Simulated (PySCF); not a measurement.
A side-by-side comparison of computed properties.

First species: C2H9AlO.
SMILES with atom numbers: `[CH3:1][O+:2]([CH3:3])[AlH3-:4]` (hydrogens: H5, H6, H7 on C1; H8, H9, H10 on C3; H11, H12, H13 on Al4)

Second species: CH10SSi3.
Atom-mapped SMILES: `[CH3:1][S:2][SiH:3]([SiH3:4])[SiH3:5]` (hydrogens: H6, H7, H8 on C1; H9 on Si3; H10, H11, H12 on Si4; H13, H14, H15 on Si5)

Levels: CAM-B3LYP/def2-SVPD for dipole moment, HOMO energy, LUMO energy, HOMO–LUMO gap, static isotropic polarisability and electronic spatial extent ⟨r²⟩ about the centre of nuclear charge; TDDFT CAM-B3LYP/def2-SVPD for lowest singlet excitation; PBE0-D3(BJ)/def2-SVP for rotational constant A and rotational constant C. Geometries: PBE0-D3(BJ)/def2-SVP. All species are isolated and taken at one optimised geometry, non-relativistic unless stated; the electronic structure was computed with PySCF and density fitting.

Dipoles, sizes and rotational constants follow the conformer. The torsions of the flexible species, by atom-mapped SMILES:
- `[CH3:1][S:2][SiH:3]([SiH3:4])[SiH3:5]`: C1–S2–Si3–Si4 180°

Values for the first species:

- Dipole moment: 5.12 D
- HOMO energy: -8.78 eV
- LUMO energy: 0.75 eV
- HOMO–LUMO gap: 9.53 eV
- Lowest singlet excitation: 6.54 eV
- Static isotropic polarisability: 63.8 au
- Electronic spatial extent ⟨r²⟩ about the centre of nuclear charge: 491 bohr²
- Rotational constant A: 8.380 GHz
- Rotational constant C: 2.883 GHz

(1) Estimate the same properties for the second species, and the change in each.

## Answers

(1) 
```
                                                         property      first      second  second less first
                                                    dipole moment     5.12 D      1.35 D            -3.77 D
                                                      HOMO energy   -8.78 eV    -8.09 eV           +0.69 eV
                                                      LUMO energy    0.75 eV     0.50 eV           -0.25 eV
                                                    HOMO–LUMO gap    9.53 eV     8.59 eV           -0.94 eV
                                        lowest singlet excitation    6.54 eV     5.32 eV           -1.22 eV
                                  static isotropic polarisability    63.8 au    125.2 au           +61.4 au
electronic spatial extent ⟨r²⟩ about the centre of nuclear charge  491 bohr²  1423 bohr²         +932 bohr²
                                            rotational constant A  8.380 GHz   1.878 GHz         -6.502 GHz
                                            rotational constant C  2.883 GHz   0.856 GHz         -2.027 GHz
```

On the first: The dipole equals about 17.1 × 10⁻³⁰ C·m (1 D = 3.33564 × 10⁻³⁰ C·m). No computed singlet falls in the visible range (750 to 380 nm, 1.65 to 3.26 eV); S1 lies 3.28 eV above its blue end.

On the second: The polarisability is 18.55 Å³ as a volume (1 au = 0.148185 Å³), or 1.69 au for each of the 74 electrons. The 6 singlets span 5.32 to 6.59 eV, and their oscillator strengths add up to 0.11.
